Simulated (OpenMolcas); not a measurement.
# What dynamic correlation does to the levels of Ni IV

```
Program             : OpenMolcas
Basis               : ANO-RCC-VQZP [7s6p4d3f2g1h]
Scalar Hamiltonian  : DKH2, point nucleus
Active space        : 7 electrons in 5 orbitals (3d)
State averaging     : 2S+1 = 4 even, 10 roots; 2S+1 = 2 even, 40 roots
Spin-orbit coupling : state interaction with AMFI integrals over the reference wave functions, term energies averaged over their components
```

Methods on the same reference wave functions:
A. CASSCF
B. SS-CASPT2, IPEA 0.25 Eh, imaginary shift 0.1 Eh (closed shells correlated: 3s 3p)
C. MS-CASPT2, IPEA 0.25 Eh, imaginary shift 0.1 Eh (closed shells correlated: 3s 3p)

Energies in eV above 3d7 4F 9/2, the measured ground level; measured values from Corliss and Sugar, J. Phys. Chem. Ref. Data 10, 197 (1981).

```
            Level       A       B       C  Measured
       3d7 4F 9/2  0.0000  0.0000  0.0000    0.0000
       3d7 4F 7/2  0.1431  0.1439  0.1439    0.1475
       3d7 4F 5/2  0.2478  0.2479  0.2479    0.2532
       3d7 4F 3/2  0.3195   0.319   0.319    0.3250
       3d7 4P 5/2  2.7521   2.277   2.277    2.2464
       3d7 2G 9/2  2.7644   2.399   2.401    2.4586
       3d7 4P 3/2  2.7972   2.323   2.303    2.2772
       3d7 4P 1/2  2.8661   2.392   2.384    2.3505
       3d7 2G 7/2  2.9019   2.537   2.537    2.5972
3d7 2P 3/2 [72 %]  3.6454   3.138   2.880    2.9321
      3d7 2H 11/2  3.6696   3.215   3.304    3.3041
       3d7 2P 1/2  3.7908   3.314   2.997    3.0564
       3d7 2H 9/2  3.7923   3.340   3.427    3.4316
    3d7 2D 5/2(1)  3.9775   3.332   3.330    3.3595
    3d7 2D 3/2(1)  4.1941   3.580   3.535    3.5680
       3d7 2F 5/2  6.3258   5.364   5.364    5.3856
       3d7 2F 7/2  6.3862   5.425   5.425    5.4378
    3d7 2D 3/2(2)  9.8728   8.452   8.451    8.3516
    3d7 2D 5/2(2)  9.9415   8.522   8.524    8.4297
```

Deviations, from unrounded energies. A percentage is the sum of absolute deviations over the sum of measured energies, with the sign that they share, or ± where signs differ.

```tsv
Against measurement	Levels	A	B	C
mean absolute deviation (cm-1)	18	4700	520	280
fine structure of the ground term (%)	3	-2.1	-2.1	-2.1
other terms of the ground configuration (%)	15	+17.7	±1.9	±1.0
```

C lies closest to measurement on these levels and A furthest from it. The largest miss of C in the table is 3d7 2D 3/2(2), by +800 cm-1. The ranking rests on the paired levels alone, and a cruder setting can come out closer through cancelling errors.

Between B and C the level of the table that moves most is 3d7 2P 1/2, by 2600 cm-1 (lowest in C, highest in B). Moves below CASPT2's spread within the term are not significant.

The mean deviations of B to C differ by less than CASPT2's widest spread within a term (1200 cm-1), so their order carries little weight.

From A to B the spin-free energies of the other terms of 3d7 shown, above 4F, scale by factors of 0.82 to 0.87, as is usual when dynamic correlation screens the repulsion within a d or f shell.

The lowest spin-free term lies below A's lowest term by 0.625 hartree in B, 0.625 hartree in C.

CASPT2 does not keep the components of a term degenerate, so their means are used; among the terms shown or strongly mixed into the levels shown the widest spread is 1200 cm-1 (3d7 4F, C). The CASPT2 spread within a term exceeds the gap to the next term for 3d7 2P and 3d7 2H, so the order of their levels is uncertain (figures for B; the like holds for C). Without dynamic correlation excited terms often stand tens of per cent too high (terms of higher spin than the ground term too low), and those without a measured partner can miss by more than the paired ones (holds for A). Some levels mix across a computed gap that differs much from the measured one, so their mixing is not that of the real levels (holds for B). Computed and measured levels are paired by configuration, term and J; levels that our copy of the source lacks, or whose pairing is in doubt (as where it misses far off the trend of its configuration), stay unpaired and out of the deviations. Only configurations of the active space appear.

A share in square brackets marks a mixed level and gives the weight of the term that names it, the lowest over the columns. A number in round brackets counts repeated terms of one configuration in the order of the reference energies.
